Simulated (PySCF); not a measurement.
Members of one series of related molecules.

All values: PBE0/pcSseg-1 (PySCF) at GFN2-xTB geometries, gas phase, one conformer each.

Question: Rank by HOMO energy, highest first.
A. `C/C(F)=P/CCC(F)(F)F`
B. `C/C([SiH3])=P\CCC(F)(F)F`
C. `CC(C)=PCCC(F)(F)F`
D. `C/C=P/CCC(F)(F)F`

Answer: C (-6.86 eV), D (-7.04 eV), A (-7.20 eV), B (-7.33 eV).

All values together:

| SMILES | change | formula | μ (D) | HOMO (eV) | LUMO (eV) | lowest IAO charge (e) | highest IAO charge (e) | lowest Hirshfeld charge (e) | highest Hirshfeld charge (e) |
| --- | --- | --- | --- | --- | --- | --- | --- | --- | --- |
| C/C([SiH3])=P\CCC(F)(F)F | parent | C5H10F3PSi | 1.77 | -7.33 | -1.92 | -0.481 (C) | +0.810 (C) | -0.129 (C) | +0.294 (Si) |
| F/C([SiH3])=P/CCC(F)(F)F | CH3 replaced by F | C4H7F4PSi | 3.12 | -7.17 | -1.85 | -0.439 (C) | +0.806 (C) | -0.118 (C) | +0.301 (Si) |
| CC(C)=PCCC(F)(F)F | SiH3 replaced by CH3 | C6H10F3P | 2.88 | -6.86 | -1.40 | -0.440 (C) | +0.809 (C) | -0.124 (C) | +0.261 (C) |
| C/C=P/CCC(F)(F)F | SiH3 replaced by H | C5H8F3P | 3.07 | -7.04 | -1.42 | -0.442 (C) | +0.805 (C) | -0.121 (C) | +0.259 (C) |
| C/C(F)=P/CCC(F)(F)F | SiH3 replaced by F | C5H7F4P | 3.18 | -7.20 | -1.60 | -0.440 (C) | +0.810 (C) | -0.124 (C) | +0.262 (C) |

Conformers: `[CH3:1]/[C:2]([SiH3:3])=[P:4]\[CH2:5][CH2:6][C:7]([F:8])([F:9])[F:10]` with C2–P4–C5–C6 -179°, P4–C5–C6–C7 180°; `[F:1]/[C:2]([SiH3:3])=[P:4]/[CH2:5][CH2:6][C:7]([F:8])([F:9])[F:10]` with C2–P4–C5–C6 -113°, P4–C5–C6–C7 68°; `[CH3:1][C:2]([CH3:3])=[P:4][CH2:5][CH2:6][C:7]([F:8])([F:9])[F:10]` with C2–P4–C5–C6 176°, P4–C5–C6–C7 179°; `[CH3:1]/[CH:2]=[P:3]/[CH2:4][CH2:5][C:6]([F:7])([F:8])[F:9]` with C2–P3–C4–C5 -72°, P3–C4–C5–C6 -60°; `[CH3:1]/[C:2]([F:3])=[P:4]/[CH2:5][CH2:6][C:7]([F:8])([F:9])[F:10]` with C2–P4–C5–C6 -73°, P4–C5–C6–C7 -172°.

Q: Give the shifts from the parent, `C/C([SiH3])=P\CCC(F)(F)F`.

A: 
```
                  SMILES  change in μ (D)  change in HOMO (eV)  change in LUMO (eV)
F/C([SiH3])=P/CCC(F)(F)F            +1.35                +0.16                +0.07
       CC(C)=PCCC(F)(F)F            +1.11                +0.47                +0.52
        C/C=P/CCC(F)(F)F            +1.30                +0.29                +0.50
     C/C(F)=P/CCC(F)(F)F            +1.41                +0.13                +0.32
```
